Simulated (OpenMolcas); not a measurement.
Se2+: effect of the active space

| Quantity | Value |
| --- | --- |
| Program | OpenMolcas 26.06 |
| Method | SS-CASPT2 or its RAS form, IPEA 0.25 Eh, imaginary shift 0.1 Eh |
| Basis | ANO-RCC-VTZP |
| Scalar Hamiltonian | DKH2, point nucleus |
| Spin-orbit coupling | RASSI with atomic mean-field integrals over the reference wave functions, term energies averaged over their components |

A. 2 electrons in 3 orbitals (4p); 2S+1 = 3 even, 3 roots; 2S+1 = 1 even, 6 roots; closed shells correlated: 3d 4s; CASPT2 step of the order of 1.1 core-seconds
B. 4 electrons in 4 orbitals (4s 4p); 2S+1 = 3 even, 6 roots; 2S+1 = 1 even, 11 roots; 2S+1 = 5 odd, 1 root; 2S+1 = 3 odd, 9 roots; 2S+1 = 1 odd, 8 roots; closed shells correlated: 3d; CASPT2 step roughly 5 core-seconds
C. 4 electrons in 8 orbitals (4s 4p 5s 5p); 2S+1 = 3 even, 3 roots; 2S+1 = 1 even, 9 roots; 2S+1 = 5 odd, 1 root; 2S+1 = 3 odd, 9 roots; 2S+1 = 1 odd, 8 roots; closed shells correlated: 3d; CASPT2 step about 13 core-seconds
D. 4 electrons in 9 orbitals (RAS2 4s 4p; RAS3 4d, at most 2 electrons); 2S+1 = 3 even, 6 roots; 2S+1 = 1 even, 12 roots; 2S+1 = 5 odd, 1 root; 2S+1 = 3 odd, 8 roots; 2S+1 = 1 odd, 8 roots; closed shells correlated: 3d; CASPT2 step about 27 core-seconds

Energies in cm-1 above 4s2 4p2 3P0, the measured ground level; measured values from Moore, Atomic Energy Levels, vol. II, NSRDS-NBS 35 (1971 reprint of NBS Circular 467, 1952).

```
      Level      A      B      C      D  Measured
4s2 4p2 3P0    0.0    0.0    0.0    0.0       0.0
4s2 4p2 3P1   1553   1555   1507   1541      1741
4s2 4p2 3P2   3610   3560   3490   3580      3937
4s2 4p2 1D2  13080  12760  13160  13250     13032
4s2 4p2 1S0  28690  27190  27680  28610
```

Deviations, from unrounded energies. A percentage is the sum of absolute deviations over the sum of measured energies, with the sign that they share, or ± where signs differ.

```csv
Against measurement,Levels,A,B,C,D
mean absolute deviation (cm-1),3,190,280,270,260
fine structure of the ground term (%),2,-9.1,-9.9,-12.0,-9.8
other terms of the ground configuration (%),1,+0.3,-2.1,+1.0,+1.7
```

A lies closest to measurement on these levels and B furthest from it. The largest miss of A in the table is 4s2 4p2 3P2, by -330 cm-1. The ranking rests on the paired levels alone, and a cruder setting can come out closer through cancelling errors.

Among A to D the level of the table that moves most is 4s2 4p2 1S0, by 1500 cm-1 (lowest in B, highest in A). Moves below CASPT2's spread within the term are not significant.

CASPT2 breaks the degeneracy within a term, and the mean is taken; among the terms shown or strongly mixed into the levels shown the widest spread is 100 cm-1 (4s2 4p2 1D, A). Over all roots computed the reference weight is 0.86 to 0.98 in B, 0.84 to 0.98 in C; the roots of lowest weight are the least certain, and an intruder state may touch them. With the s shell closed, the reference lacks s² → p² mixing (holds for A). The run also gave levels led by 4s2 4p 5p, which use shells meant for correlation; these and all levels above them are left out (holds for C). The run also gave levels led by 4s 4p2 4d, 4s2 4p 4d, which use shells meant for correlation; these and all levels above them are left out (holds for D). Computed and measured levels are paired by configuration, term and J; levels that our copy of the source lacks, or whose pairing is in doubt (as where it misses far off the trend of its configuration), stay unpaired and out of the deviations. Levels of configurations outside the active space are missing. Levels that lie high or do not pair safely by name in every column are left out.
